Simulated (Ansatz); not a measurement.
Geometry optimisation, RKS B3LYP-D4/6-31G* (Ansatz).

Input file:

```yaml
crystal:
  periodic: [false, false, false]
  atoms:
    - { symbol: Si, position_ang: [-0.456938, -0.147472, -0.365772] }
    - { symbol: H, position_ang: [0.037046, 0.848687, 2.061666] }
    - { symbol: F, position_ang: [0.842134, -0.941175, 0.120116] }
    - { symbol: H, position_ang: [-0.193027, 1.29103, -0.400073] }
    - { symbol: F, position_ang: [-0.758083, -0.688657, -1.84352] }
    - { symbol: O, position_ang: [-1.769939, -0.467874, 0.596938] }
    - { symbol: H, position_ang: [-2.272852, -1.260205, 0.356872] }
    - { symbol: H, position_ang: [-0.629139, 0.629965, 2.150973] }
basis:
  gaussian: { orbitals: "6-31G*" }
hamiltonian:
  xc: b3lyp
  dispersion: d4
relax:
  f_tol: 0.03
  max_steps: 50
```

Run as:

```bash
$ ansatz run input.yaml --threads 2 --pin off --max-ram 3072MiB --backend cpu --events-out ev --progress --plain --runs-dir out
```

Q: Where does it end, and by what steps?

A: It converged. The force dipped under the threshold on the way, but the program's further checks kept it going. After 19 steps the energy has fallen by 0.195 eV; H2 moved furthest, 1.14 Å.

```csv
step,energy less start (eV),largest force component (eV/Å),accepted
0,0.0000,1.422,yes
1,-0.1132,0.341,yes
2,-0.1554,0.210,yes
3,-0.1728,0.320,yes
4,-0.1572,0.943,no
5,-0.1772,0.137,yes
6,-0.1841,0.111,yes
7,-0.1865,0.155,yes
8,-0.1865,0.185,yes
9,-0.1720,0.696,no
10,-0.1887,0.110,yes
11,-0.1892,0.262,yes
12,-0.1920,0.079,yes
13,-0.1933,0.023,yes
14,-0.1928,0.221,no
15,-0.1939,0.095,yes
16,-0.1945,0.043,yes
17,-0.1947,0.074,yes
18,-0.1949,0.021,yes
19,-0.1951,0.014,yes
```

```xyz
8
Properties=species:S:1:pos:R:3
Si -0.425 -0.300 -0.693
H -0.298 1.265 3.066
F 0.744 -1.356 -0.412
H 0.094 1.070 -0.663
F -0.990 -0.661 -2.145
O -1.602 -0.408 0.437
H -2.058 -1.253 0.561
H -0.665 0.908 2.527
```

The run took 30 s on 2 threads of Arm Neoverse V1, on a shared host, peak memory 0.14 GiB.
